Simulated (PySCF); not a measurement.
A structure optimised at PBE-D3(BJ)/def2-SVP, used in a PySCF frequency run:

```
C
C 1 1.3560
H 2 1.0984 1 124.38
H 1 1.1031 2 126.27 3 0.00
C 1 1.5155 4 121.23 2 180.00
C 5 1.3560 1 112.49 4 180.00
H 6 1.0984 5 124.38 1 180.00
H 5 1.1031 6 126.27 7 0.00
B 2 1.5877 3 131.63 1 180.00
F 9 1.3315 2 126.49 3 0.00
```
Charge 0, spin multiplicity 1.

**Question.** Write its SMILES, formula and point group.

**Answer.** FB1C=CC=C1, C₄H₄BF, C2v

**Question.** What are its rotational constants (standard atomic weights)?

**Answer.** 7.4710, 3.3477, 2.3118 GHz
